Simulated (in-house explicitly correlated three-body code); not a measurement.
Values are calculated unless marked as measured or tabulated.
# Two electrons around a charge Z: functional-driven and density-driven errors

The exact non-relativistic ground state comes from a variational code in 260 exponentially correlated functions, the Kohn-Sham parts from inverting its density (past Z = 6 the correlation energy is taken as exact minus Hartree-Fock, equal to within microhartrees), and self-consistent runs (Hartree-Fock is restricted) from a B-spline radial code. Z may be fractional; the second electron is bound down to Z = 0.911.

The total error of a self-consistent run is the error on the exact density (functional-driven) plus the energy gained by relaxing to the functional's own density (density-driven, never positive). «Unbound» marks a run whose level isn't bound or that didn't converge.

| Z | BLYP functional (mEh) | BLYP density (mEh) | PBEsol functional (mEh) | PBEsol density (mEh) | OLYP functional (mEh) | OLYP density (mEh) |
| --- | --- | --- | --- | --- | --- | --- |
| 1.3 | -2.86 | -0.98 | +22.29 | -0.69 | -2.33 | -1.24 |
| 1.36 | ? | ? | ? | ? | ? | ? |
| 1.48 | -2.92 | -1.10 | +28.38 | -0.79 | -2.64 | -1.23 |
| 1.62 | -2.81 | -1.18 | +33.27 | -0.86 | -2.74 | -1.26 |
| 1.78 | -2.55 | -1.26 | +38.98 | -0.92 | -2.74 | -1.30 |
| 1.86 | -2.38 | -1.29 | +41.87 | -0.95 | -2.69 | -1.32 |
| 1.92 | ? | ? | ? | ? | ? | ? |
| 2.18 | -1.45 | -1.38 | +53.64 | -1.03 | -2.28 | -1.37 |
| 2.26 | -1.17 | -1.39 | +56.63 | -1.05 | -2.13 | -1.39 |
| 2.46 | -0.41 | -1.43 | +64.13 | -1.09 | -1.71 | -1.41 |

Problem. What belongs in the row Z = 1.36?

Solution. BLYP functional (mEh): -2.91; BLYP density (mEh): -1.02; PBEsol functional (mEh): +24.29; PBEsol density (mEh): -0.73; OLYP functional (mEh): -2.46; OLYP density (mEh): -1.23.

Problem. What belongs in the row Z = 1.92?

Solution. BLYP functional (mEh): -2.23; BLYP density (mEh): -1.31; PBEsol functional (mEh): +44.06; PBEsol density (mEh): -0.96; OLYP functional (mEh): -2.64; OLYP density (mEh): -1.33.

Problem. Which part of the error is larger?

Solution. BLYP: functional-driven -0.41, density-driven -1.43 mEh at Z = 2.46; PBEsol: functional-driven +64.13, density-driven -1.09 mEh at Z = 2.46; OLYP: functional-driven -1.71, density-driven -1.41 mEh at Z = 2.46. The density-driven part is second order in the error of the density, so it stays small unless the second electron is loosely bound.
